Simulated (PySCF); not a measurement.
Species: `CCC(=O)/C(Cl)=C/[SiH2]C`. The columns A, B, C and D hold Mulliken, IAO, Hirshfeld and ESP-fitted charges (e) of one PBE0/pcSseg-1 density (PySCF), in a shuffled order. Coordinates in Å (GFN2-xTB); the density's dipole moment is (0.46, -0.60, 0.82) D.

| atom | x | y | z | A | B | C | D |
| --- | --- | --- | --- | --- | --- | --- | --- |
| C1 | -3.787 | 0.289 | -1.017 | -0.120 | -0.227 | -0.372 | -0.417 |
| C2 | -2.702 | -0.131 | -0.036 | -0.083 | -0.306 | +0.037 | -0.310 |
| C3 | -1.332 | 0.290 | -0.500 | +0.158 | +0.327 | +0.696 | +0.371 |
| O4 | -1.135 | 0.912 | -1.518 | -0.208 | -0.353 | -0.507 | -0.407 |
| C5 | -0.180 | -0.112 | 0.357 | +0.003 | -0.284 | -0.322 | -0.059 |
| Cl6 | -0.528 | -0.933 | 1.838 | +0.017 | -0.087 | -0.062 | -0.027 |
| C7 | 1.086 | 0.126 | 0.019 | -0.128 | -0.232 | -0.199 | -0.394 |
| Si8 | 2.575 | -0.395 | 1.057 | +0.333 | +0.695 | +0.678 | +0.766 |
| C9 | 4.126 | 0.152 | 0.116 | -0.211 | -0.637 | -0.677 | -0.719 |
| H10 | -3.826 | 1.373 | -1.093 | +0.041 | +0.122 | +0.099 | +0.150 |
| H11 | -3.572 | -0.109 | -2.005 | +0.040 | +0.122 | +0.097 | +0.151 |
| H12 | -4.757 | -0.078 | -0.691 | +0.043 | +0.115 | +0.103 | +0.144 |
| H13 | -2.878 | 0.308 | 0.950 | +0.043 | +0.161 | +0.026 | +0.163 |
| H14 | -2.697 | -1.216 | 0.095 | +0.043 | +0.159 | +0.028 | +0.161 |
| H15 | 1.221 | 0.645 | -0.921 | +0.052 | +0.129 | +0.164 | +0.186 |
| H16 | 2.486 | 0.260 | 2.366 | -0.079 | -0.065 | -0.141 | -0.116 |
| H17 | 2.543 | -1.854 | 1.215 | -0.079 | -0.066 | -0.143 | -0.117 |
| H18 | 4.159 | 1.232 | -0.006 | +0.045 | +0.142 | +0.164 | +0.158 |
| H19 | 5.025 | -0.145 | 0.646 | +0.044 | +0.143 | +0.167 | +0.159 |
| H20 | 4.168 | -0.292 | -0.875 | +0.045 | +0.142 | +0.163 | +0.158 |

**Question.** Which column most likely holds the ESP-fitted charges?

**Answer.** C. Σ q r misses the density's dipole by 0.04 D (C), 0.52 D (A), 0.99 D (B), 1.81 D (D). Charges fitted to the outside potential are the only set here that is tied to the molecule's multipoles.

**Question.** And the Hirshfeld charges?

**Answer.** A. The mean sizes are 0.091 e (A), 0.226 e (B), 0.242 e (C), 0.257 e (D), and Hirshfeld charges are commonly the smallest of these schemes.

As computed, A = Hirshfeld, B = Mulliken, C = ESP-fitted, D = IAO. Hydrogens on carbon: Hirshfeld +0.04 to +0.05, Mulliken +0.11 to +0.16, ESP-fitted +0.03 to +0.17, IAO +0.14 to +0.19 e.

The ESP scheme is a least-squares fit of atom-centred charges to the potential on four shells outside the van der Waals surface, with the total charge fixed. The Hirshfeld scheme divides the density at each point in proportion to the densities of the neutral, spherically averaged free atoms.

Geometry: GFN2-xTB, one conformer, isolated molecule.

Shape of the structure used: `[CH3:1][CH2:2][C:3](=[O:4])/[C:5]([Cl:6])=[CH:7]/[SiH2:8][CH3:9]`: C1–C2–C3–O4 1°, C2–C3–C5–Cl6 -4°, C5–C7–Si8–C9 179°.
